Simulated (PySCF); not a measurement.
Input for PySCF: R-BP86/6-31G* on GeH3NS (SMILES [NH2][Ge][SH]), a point of a torsion scan.

```python
from pyscf import gto, scf, dft, mp
from pyscf.data.elements import chemcore

mol = gto.M(
    atom='''
    N    -1.12799819    0.12230932    0.20328859
    Ge    0.18529981   -0.79615873    1.04871390
    S     1.92654185    0.47499183    0.26632078
    H    -1.02428446    0.89168068   -0.44413954
    H    -2.10671458   -0.10022533    0.30474729
    H     1.44334243    1.58167655    0.81253351
    ''',
    basis='6-31g*',
    cart=True,
    charge=0, spin=0, verbose=3, max_memory=1800)
mf = dft.RKS(mol, xc='b88,p86')
mf.conv_tol = 1e-8
mf.max_cycle = 100
mf.kernel()
if not mf.converged:
    mf = mf.newton().run(mf.mo_coeff, mf.mo_occ)
```

### Question
What total energy does the run end on?

### Answer
-2531.7966 hartree.
